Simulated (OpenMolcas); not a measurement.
## GaHClO (SMILES [O][GaH][Cl]): the vertical energy of the quartet above the doublet from total energies

The species is GaHClO (4 atoms), meant as a doublet with charge 0. As SMILES, `[O][GaH][Cl]`. Geometry: relaxed at PBE0-D4/def2-TZVP.

```xyz
4

O    -1.7398   -0.1177   -0.2122
Ga    0.0309    0.1443   -0.0612
Cl    1.0507   -1.5573    0.7088
H     0.7137    1.4705   -0.4557
```

Both states at this one shape; open shells run unrestricted unless said. 1 Eh = 27.2114 eV.

| level | program | doublet GaHClO (Eh) | quartet GaHClO (Eh) |
| --- | --- | --- | --- |
| UHF/3-21G | OpenMolcas | -2446.217836 | -2446.037143 |
| USVWN5/def2-SVPD | OpenMolcas | -2455.380390 | -2455.174014 |
| UM06-2X/def2-SVPD | OpenMolcas | -2460.388133 | -2460.161625 |

Task: Work out the vertical gap, second state less first, at each level.

Result: 
1. UHF/3-21G: -2446.037143 − (-2446.217836) = 0.180693 Eh = 4.92 eV.
2. USVWN5/def2-SVPD: -2455.174014 − (-2455.380390) = 0.206376 Eh = 5.62 eV.
3. UM06-2X/def2-SVPD: -2460.161625 − (-2460.388133) = 0.226508 Eh = 6.16 eV.

No measured value is set beside it here; the levels span 4.92 to 6.16 eV. Hartree–Fock favours the state with fewer electron pairs, since it lacks pair correlation. All-electron rows are non-relativistic unless named.
